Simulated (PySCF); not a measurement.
Al(F)(NHMe)(OH) (CH5AlFNO), SMILES C[NH][Al]([OH])[F]. Heavy atoms are numbered as in [Al:1]([F:2])([NH:3][CH3:4])[OH:9]. Hydrogens are named by the atom that carries them.

The structure is a stationary point at r2SCAN-D4/def2-SVP. The structure was generated by enumeration; whether it is a known compound was not checked. The values are those of a single conformer.

All values below come from HF/pcSseg-1 in PySCF.

GIAO shieldings, no solvent; atoms alike by connectivity are averaged. δ = σ(ref) − σ: ¹⁹F against CFCl3 (σ = 238.5 ppm); ¹⁵N against NH3 (σ = 267.3 ppm); ¹³C against TMS (σ = 192.6 ppm); ¹H against TMS (σ = 31.99 ppm); ¹⁷O against H2O (σ = 333.0 ppm), references at their B3LYP-D3(BJ)/def2-TZVP geometries, non-relativistic.

```csv
nucleus,atoms,count,δ (ppm)
¹⁹F,F2,1,-163.1
¹⁵N,N3 (NH),1,-1.4
¹³C,C4 (CH3),1,31.0
¹H,H on C4,3,2.96
¹H,H on O9,1,1.96
¹H,H on N3,1,0.14
¹⁷O,O9 (OH),1,-10.2
```
